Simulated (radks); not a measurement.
Values are calculated unless marked as measured or tabulated.
Question: Species: the rhodium ion Rh27+. Configuration: [Ar]. Level of theory: Dirac Kohn-Sham, PBE, spin-unpolarised, spherical densities, finite nucleus; Fermi nuclear charge, rms radius 4.4945 fm (a radial shooting solver on a logarithmic mesh with Libxc functionals). Some entries of the table are withheld. Estimate them.

orbital,occ.,eigenvalue (hartree),r(max) (bohr)
1s1/2,2,-892.5478,0.02117
2s1/2,2,-168.3317,0.1195
2p1/2,2,(1),(2)
2p3/2,4,(3),(4)
3s1/2,2,-60.06287,0.3307
3p1/2,2,(5),0.3144
3p3/2,4,(6),0.3221

Answer: 
(1) 2p1/2 eigenvalue (hartree): -159.5872
(2) 2p1/2 r(max) (bohr): 0.09267
(3) 2p3/2 eigenvalue (hartree): -154.1991
(4) 2p3/2 r(max) (bohr): 0.09668
(5) 3p1/2 eigenvalue (hartree): -56.88212
(6) 3p3/2 eigenvalue (hartree): -55.66747
